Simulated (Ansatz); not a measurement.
`C=[C](C)[GaH][OH]`. The species carries charge 0 and has multiplicity 1. The structure was optimised at the PBE0-D4/def2-TZVP level. It is one conformer, not always the lowest.

```xyz
12

C    -0.870    0.984   -1.256
C    -0.297    0.117   -0.419
C    -0.459   -1.363   -0.573
Ga    0.772    0.856    1.032
O     1.503   -0.380    2.106
H    -1.484    0.654   -2.093
H    -0.756    2.059   -1.146
H     0.511   -1.854   -0.697
H    -0.907   -1.805    0.322
H    -1.086   -1.613   -1.434
H     1.041    2.368    1.335
H     2.031   -0.023    2.823
```

Question: What is the dipole moment at ωB97M-V/def2-TZVPP? (Estimate.)

Answer: Computed: 0.90 D, with components (-0.08, 0.88, -0.15) D in this frame, pointing from negative to positive charge.

Question: And with PBE, r2SCAN, B3LYP? (Estimate.)

Answer: Ansatz gave: PBE 0.65 D, r2SCAN 0.73 D, B3LYP 0.83 D.

Question: Give the Mulliken charges with ωB97M-V, PBE, r2SCAN in def2-TZVPP. (Best estimate.)

Answer: The calculation gave: 
```json
{"atom": "C1", "ωB97M-V": "-0.19", "PBE": "-0.16", "r2SCAN": "-0.11"}
{"atom": "C2", "ωB97M-V": "-0.15", "PBE": "-0.08", "r2SCAN": "-0.15"}
{"atom": "C3", "ωB97M-V": "-0.28", "PBE": "-0.20", "r2SCAN": "-0.10"}
{"atom": "Ga4", "ωB97M-V": "0.36", "PBE": "0.25", "r2SCAN": "0.36"}
{"atom": "O5", "ωB97M-V": "-0.42", "PBE": "-0.38", "r2SCAN": "-0.44"}
{"atom": "H6", "ωB97M-V": "0.09", "PBE": "0.07", "r2SCAN": "0.06"}
{"atom": "H7", "ωB97M-V": "0.09", "PBE": "0.09", "r2SCAN": "0.07"}
{"atom": "H8", "ωB97M-V": "0.11", "PBE": "0.10", "r2SCAN": "0.06"}
{"atom": "H9", "ωB97M-V": "0.11", "PBE": "0.10", "r2SCAN": "0.06"}
{"atom": "H10", "ωB97M-V": "0.09", "PBE": "0.07", "r2SCAN": "0.04"}
{"atom": "H11", "ωB97M-V": "0.01", "PBE": "-0.03", "r2SCAN": "-0.03"}
{"atom": "H12", "ωB97M-V": "0.16", "PBE": "0.17", "r2SCAN": "0.19"}
```

B3LYP here is the variant with VWN-RPA as its local correlation; programs differ in this.
